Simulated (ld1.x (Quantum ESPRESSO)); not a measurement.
## Ranking TM potentials for B (Z = 5)

All share these settings but for the change named:

- Element: boron
- Generator: ld1.x (Quantum ESPRESSO) 7.5
- Type: norm-conserving Troullier–Martins (Kleinman–Bylander form)
- Functional: PBEsol
- Relativity: scalar-relativistic
- Frozen core: [He]
- Valence charge: 3
- Reference configuration: 2s1.5 2p1.5
- Partial waves: 2s (bound): rc 1.70 bohr; 2p (bound): rc 2.05 bohr; 3d channel at 0.45 Ry: rc 2.10 bohr
- Local potential: the d channel
- Core correction: a·sin(br)/r model core inside 0.95 bohr

Test errors are all-electron minus pseudo excitation energies from the reference, over 2s2 2p1; 2s2 2p0; 2s1 2p0; 2s2 2p0.5; 2s1 2p1; 2s1 2p2; 2s0 2p3. None of these files shows a bound ghost.

The base gives 96.3 meV.

Of 8 variants that were run, those that failed, showed a ghost or another fault, or gave nearly equal values are left out.

A variant can come out equal or close to the base, since the largest error may sit in a test that the change hardly touches while other tests move.

Question: Rank these variants by their largest absolute test error, smallest first.
A. type RRKJ; local potential the s channel
B. wave 2s (bound): rc 1.70 bohr becomes 2s (bound): rc 2.44 bohr
C. wave 3d channel at 0.45 Ry: rc 2.10 bohr becomes 3d channel at 0.98 Ry: rc 2.10 bohr

Answer: C (96.0 meV), A (109.6 meV), B (128.4 meV).
